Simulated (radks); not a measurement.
Species: a nucleus of charge 29.5 with 29 electrons. Configuration: [Ar] 3d10 4s1.

Method: scalar-relativistic Kohn-Sham, r2SCAN, spin-polarised, spherical densities, finite nucleus; open shells are filled with parallel spins first; meta-GGA in the generalised Kohn-Sham scheme; Fermi nuclear charge, rms radius 3.9283 fm; computed with a radial shooting solver on a logarithmic mesh with Libxc functionals.

Energy parts (eV):
total: -46931.975
kinetic: 47655.626
electron-nucleus: -112940.322
Hartree: 20249.964
exchange-correlation: -1897.242

Orbitals (lengths in bohr, moments of r in powers of bohr; <r^-3> diverges for s and p1/2):
orbital  occ.  eigenvalue (eV)  <r^-3>   <1/r>
1s up       1        -9217.228       -   29.69
1s down     1        -9217.191       -   29.69
2s down     1        -1124.425       -   6.474
2s up       1        -1124.370       -   6.474
2p down     3        -971.3116   749.9   6.337
2p up       3        -971.2812   750.0   6.337
3s down     1        -130.0177       -   2.041
3s up       1        -129.9694       -   2.041
3p down     3         -84.2622   95.30   1.884
3p up       3         -84.2306   95.18   1.882
3d up       5         -11.8915   8.377   1.438
3d down     5         -11.7073   8.565   1.458
4s up       1          -9.7269       -  0.4931
4s down     0          -7.6699       -  0.4904

The highest occupied level is 4s up at -9.727 eV. The spin density at the nucleus is 9.000 e/bohr^3 (1s 0.114, 2s 0.148, 3s -0.037, 4s 8.775). Spin moment in Bohr magnetons: 1. The electron density at the nucleus is 2.381e+04 e/bohr^3 (large components only). Summed over all electrons, <r^2> = 25.73 bohr^2, which gives a Langevin (diamagnetic) susceptibility term of -20.4 x 10^-6 cm^3/mol.
